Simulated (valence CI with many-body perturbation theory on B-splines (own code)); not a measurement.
**Sensitivity of CI+MBPT for Mo¹¹⁺**

Calculated by valence CI with perturbative core correlation (CI+MBPT): three valence electrons over a frozen Dirac-Fock core [Ar] 3d10, a basis of 6 s, 6 p, 5 d, 3 f, 1 g functions for each j, with the one-electron correlation potential Σ1 (screened to all orders), the two-electron term Σ2, the three-electron term Σ3, Breit, model QED; selected single and double excitations, second order for the rest, scaled by the run's own slope (own B-spline code, finite nucleus).

No measured spectrum was set against this ion. As an estimate, levels hold to about 250 cm⁻¹ or 0.2 % of their energy and the worst to 1 %, as in measured heavy ions of charge 2 to 7; those with d or f electrons hold less well.

The reference run has the lowest level 4s²4p ²P°_1/2 and an ionisation energy of 230.918 eV. Its largest variational space holds 3200 state functions.

Names give the largest LS component (configuration and term), which can be under half, so a name can repeat, a term be missing and a line seem to break the LS rules; names also repeat where a configuration has a term twice. Letters in brackets count levels of one name in rising energy.

Changed runs:
A. screening of Σ1 on → off
B. size limit of the variational space 10000 → 1500; three-electron term on → off
C. selection threshold (hartree) 2e-08 → 1e-06
D. start configuration 4s2 4p1 → 4s2 4p2 (bad on purpose)

Excitation energies of the reference run in cm⁻¹, and shifts in cm⁻¹:

| Level | Reference | A | B | C |
| --- | --- | --- | --- | --- |
| 4s²4p ²P°_3/2 | 28462 | +48 | -3.5 | 0 |
| 4s4p² ⁴P_1/2 | 197479 | +136 | -46 | 0 |
| 4s4p² ⁴P_3/2 | 211250 | +165 | -53 | 0 |
| 4s4p² ⁴P_5/2 | 223932 | +180 | -50 | +0.1 |
| 4s4p² ²D_3/2 | 262382 | +182 | -15 | 0 |
| 4s4p² ²D_5/2 | 269122 | +201 | -22 | 0 |
| 4s4p² ²P_1/2 | 297392 | +168 | +62 | 0 |
| 4s4p² ²S_1/2 | 325865 | +213 | +61 | -0.1 |
| 4s4p² ²P_3/2 | 332401 | +216 | +44 | -0.2 |
| 4s²4d ²D_3/2 | 424329 | +234 | +13 | -0.5 |
| 4s²4d ²D_5/2 | 428626 | +235 | +12 | -0.3 |
| 4p³ ⁴S°_3/2 [a] | 493507 | +306 | -28 | 0 |
| Ionisation energy (eV) | 230.918 | +0.073 | +0.022 | 0 |

Run D: It gave no result: the electrons of core and valence do not add up to the charge. The program said: "core and valence hold 32 electrons, the ion has 31".
